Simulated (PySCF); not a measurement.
C10H8Se, SMILES c1ccc(-c2ccc[se]2)cc1.

Coordinates come from a PBE0-D3(BJ)/def2-SVP optimisation. One conformer was computed; it need not be the lowest.

Vertical ionisation energy (IE) and electron affinity (EA) in eV. Rows of orbital energies are one-electron estimates. Where ΔSCF, EOM or ADC give a negative EA the extra electron is unbound and the value depends on the basis.

```csv
level,IE,EA
"−ε(HOMO), −ε(LUMO), ωB97X/def2-SVP (PySCF)",8.28,-0.75
"−ε(HOMO), −ε(LUMO), PBE/def2-SVP (PySCF)",[?],[?]
```

Complete the blanks. (Estimate from the structure and the level; the computed values follow.)


- −ε(HOMO), −ε(LUMO), PBE/def2-SVP (PySCF), IE: 5.27
- −ε(HOMO), −ε(LUMO), PBE/def2-SVP (PySCF), EA: 1.93
